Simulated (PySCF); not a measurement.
Name the molecule from its bond curve

A diatomic of charge +1 contains S. Its doublet curve at UHF-CCSD in a double-zeta basis (no relativity, PySCF), in eV from the separated fragments:

(R (Å), E (eV)): (1.667, -2.019), (1.741, -2.338), (1.796, -2.462), (1.852, -2.510), (1.908, -2.499), (1.982, -2.417), (2.074, -2.242), (2.185, -1.972)

The fit gives ωe = 824 cm⁻¹ and the rotational constant Bₑ = 0.6872 cm⁻¹.

Q: Which atom is the partner?

A: The minimum lies at 1.868 Å, so the reduced mass is 16.8576 u Å² cm⁻¹/(Bₑ·Re²) = 7.030 u. With S at 31.97 u the partner weighs about 9.0 u: Be. The molecule is BeS⁺.

Correlated steps freeze 5 core orbitals. The state was picked by a PBE0 search and need not be the measured ground state.
